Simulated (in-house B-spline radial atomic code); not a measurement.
Results of a calculation; reference values are marked as such.
What the choice of pseudopotential does to G0W0 on PBE0: Xe

All numbers come from an all-electron radial atomic-structure program (B-spline basis), non-relativistic (model numbers for so heavy an element), configuration [Kr] 4d10 5s2 5p6, open shells at high spin. Semilocal Troullier-Martins pseudo-atoms, one channel per l, are made with PBE or LDA for several valence sets and radii, with or without a model core, and set against the all-electron atom. One channel fits only the lowest state of its l, so a second state of that l is approximate. All electrons give 5p: PBE0 -9.573 eV, G0W0 -12.614 eV. Potentials are made in the ion's own configuration unless the neutral atom is named, and a smooth local potential serves every l without a channel. Potentials that miss their own reference levels by more than 6 millihartree, or need radii over 3.5 bohr, are left out. Columns give pseudo minus all-electron, in eV; a dash marks a level in the core or of low weight.

```
    valence  made with          radii (bohr)  model core (bohr)  5p PBE0  5p G0W0
      5s 5p        PBE         s 1.71 p 1.93               none    +0.04    -0.10
      5s 5p        PBE         s 2.22 p 2.50               none    +0.04    +0.05
      5s 5p        PBE         s 1.53 p 1.73               1.37    +0.03    -0.22
      5s 5p        PBE         s 1.71 p 1.93               1.37    +0.03    -0.07
      5s 5p        LDA         s 2.18 p 2.50               1.37    +0.03    +0.05
   4d 5s 5p        PBE  s 1.36 p 1.54 d 0.60               none    -0.07    -0.36
   4d 5s 5p        PBE  s 1.53 p 1.73 d 0.68               none    -0.07    -0.36
   4d 5s 5p        PBE  s 1.71 p 1.93 d 0.75               none    -0.07    -0.36
   4d 5s 5p        LDA  s 1.93 p 2.22 d 0.86               none    -0.09    -0.40
   4d 5s 5p        PBE  s 1.53 p 1.73 d 0.68               0.56    -0.08    -0.38
   4d 5s 5p        PBE  s 1.71 p 1.93 d 0.75               0.56    -0.08    -0.38
   4d 5s 5p        PBE  s 1.96 p 2.22 d 0.86               0.56    -0.08    -0.38
4p 4d 5s 5p        PBE  s 1.96 p 0.81 d 0.86               none    -0.07    -0.01
4p 4d 5s 5p        PBE  s 1.96 p 0.81 d 0.86               0.48    -0.05    +0.02
```

Task: How does the G0W0 shift of 5p, which all sets hold, depend on the valence set?

Result: Mean size: 4p 4d 5s 5p: 0.01 eV; 5s 5p: 0.10 eV; 4d 5s 5p: 0.37 eV. A larger valence set can do worse when it takes only part of a shell, whose exchange with the frozen rest is then left to the functional. The means mix radii and the functional used in making the potentials.
